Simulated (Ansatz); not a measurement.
Mulliken charges of `O[B]O[SiH3]` radical from PBE/def2-TZVPP in Ansatz (PBE0-D4/def2-TZVP geometry).

```json
{"atom": "O1", "x (Å)": "-0.766", "y (Å)": "1.237", "z (Å)": "1.753", "charge (e)": "-0.227"}
{"atom": "B2", "x (Å)": "-1.469", "y (Å)": "0.676", "z (Å)": "0.752", "charge (e)": "0.131"}
{"atom": "O3", "x (Å)": "-0.998", "y (Å)": "-0.052", "z (Å)": "-0.277", "charge (e)": "-0.223"}
{"atom": "Si4", "x (Å)": "0.443", "y (Å)": "-0.614", "z (Å)": "-0.859", "charge (e)": "0.310"}
{"atom": "H5", "x (Å)": "0.190", "y (Å)": "1.090", "z (Å)": "1.716", "charge (e)": "0.169"}
{"atom": "H6", "x (Å)": "0.651", "y (Å)": "-0.062", "z (Å)": "-2.216", "charge (e)": "-0.044"}
{"atom": "H7", "x (Å)": "1.559", "y (Å)": "-0.182", "z (Å)": "0.029", "charge (e)": "-0.070"}
{"atom": "H8", "x (Å)": "0.390", "y (Å)": "-2.093", "z (Å)": "-0.898", "charge (e)": "-0.044"}
```

Q: By hand: the dipole of these point charges (1 e Å = 4.8032 D).

A: Σ q r = (0.219, -0.079, -0.079) e Å, of length 0.246 e Å = 1.18 D.

Q: How does the dipole of the full density compare? (Estimate.)

A: Computed: (0.491, -0.143, -0.124) e Å, 2.53 D; the point charges give 0.47 times that, at 6° from its direction.

Point charges leave out the atoms' own dipoles, such as those of lone pairs, and Mulliken's split depends on the basis, so the two needn't agree.
